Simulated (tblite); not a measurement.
Question: What does the GFN2-xTB structure of `CCC(=O)O[SiH2][SiH3]` look like in three dimensions?

Answer: 
```
atom  x, y, z in Å
C1    -2.7158   -0.8808    0.0116
C2    -1.9400    0.4105   -0.2023
C3    -0.4451    0.1908   -0.1949
O4     0.0787   -0.8806   -0.0031
O5     0.2330    1.2925   -0.4161
Si6    1.9195    1.3802   -0.4548
Si7    2.7361   -0.7368   -0.0477
H8    -2.4975   -1.5880   -0.7843
H9    -2.4307   -1.3389    0.9550
H10   -3.7842   -0.6818    0.0237
H11   -2.2010    0.8756   -1.1560
H12   -2.1649    1.1382    0.5818
H13    2.1085    2.4391    0.5408
H14    2.0826    1.9849   -1.7801
H15    2.4070   -1.2477    1.2824
H16    4.2111   -0.6332   -0.0746
H17    2.3957   -1.7120   -1.0829
```

Any rigid rotation of these coordinates is as good. Atoms count from 1 in this order. The 7 heavy atoms lie in one plane (0.011 Å rms). The C–O distances run from 1.208 Å (C3=O4, drawn double) to 1.312 Å (C3–O5, drawn single), a spread of 0.104 Å. Of the pairs four or more bonds apart, O4···Si7 is among the closest relative to their van der Waals radii: 2.66 Å, 74 % of the sum of Bondi's values. Si6 (oxygen-bound silicon) is distorted tetrahedral (angles from 98.7° to 119.9°).

Bonds between heavy atoms (Å): C1–C2 1.521, C2–C3 1.511, C3=O4 1.208, C3–O5 1.312, O5–Si6 1.689, Si6–Si7 2.305.

Computed geometry: GFN2-xTB, gas phase.

Point group: near Cs, missed by 0.12 Å at most; the miss may be what the optimiser left on a soft mode. Its GFN2-xTB frequencies are all real (lowest 31 cm⁻¹). One conformer, not necessarily the lowest (C1–C2–C3–O4 -2°, C2–C3–O5–Si6 179°, C3–O5–Si6–Si7 0°).
